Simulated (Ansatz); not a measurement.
## Reading a saddle point

A first-order saddle point of GaNH6O2, singlet, PBE0-D4/def2-TZVP, with one imaginary mode of 1357i cm⁻¹:

```xyz
10
angstrom
Ga 0.5027 0.3040 -0.2659
H 0.4138 -1.5964 -0.2506
O 0.4100 0.9335 -1.9305
O 1.8513 0.8890 0.7415
H -0.4195 -1.2765 0.2044
N -1.1757 -0.1790 0.6311
H -0.2193 0.4772 -2.4906
H 1.9624 0.4147 1.5665
H -2.0540 0.0293 0.1714
H -1.2717 0.0042 1.6227
```

Program: Ansatz 0.2.0. Basis: def2-TZVPP and def2-QZVPP. Cores are frozen in the correlated methods. Filled d shells of the heavier atoms are correlated. The def2 sets are not built for correlating such inner shells, so the correlated values are less sure here. Extrapolation: Hartree–Fock as exp(−7.88 √X), correlation as X^−2.97.

Which contacts change along the imaginary mode, and what lies on either side? (A judgement: the text doesn't fix the answer.)

Computed: The step is GaH₃O₂ ([OH][GaH][OH]) + NH₃ → GaNH₄O₂ ([NH2][Ga]([OH])[OH]) + H₂, with the molecules in contact on both sides. Shortening one way: Ga1–N6, H2–H5; lengthening the same way: Ga1–H2, H5–N6.
```json
{"pair": "Ga1–N6", "one side (Å)": "2.11", "saddle (Å)": "1.96", "other side (Å)": "1.82"}
{"pair": "H2–H5", "one side (Å)": "3.14", "saddle (Å)": "1.00", "other side (Å)": "0.75"}
{"pair": "Ga1–H2", "one side (Å)": "1.56", "saddle (Å)": "1.90", "other side (Å)": "2.90"}
{"pair": "H5–N6", "one side (Å)": "1.01", "saddle (Å)": "1.40", "other side (Å)": "3.12"}
```

Which side is lower, and how far does the saddle lie above each? (To be estimated.)

By the calculation: The side with Ga1–H2, H5–N6 short is lower by 0.904 eV; the saddle lies 2.096 eV above it and 1.191 eV above the other (CCSD(T) at an estimated basis limit (MP2 extrapolated from triple and quadruple zeta, plus CCSD(T) − MP2 in triple zeta); electronic energies).

The T1 diagnostic stays at or below 0.014.

The step is the kind of exchange with an N–H group that builds nitride films in atomic layer and chemical vapour deposition.

Labels in which every atom is bracketed show which atoms are joined, not bond orders.

For scale, one of the runs: CCSD(T)/def2-TZVPP, 225 basis functions, launched by `ansatz run in.yaml --threads 4 --pin off --events-out ev --progress --plain --max-ram 9574MiB`. Hardware: 4 CPU threads of an AMD EPYC 9R45, shared host. Wall time 49 s; peak host memory 3.9 GiB.
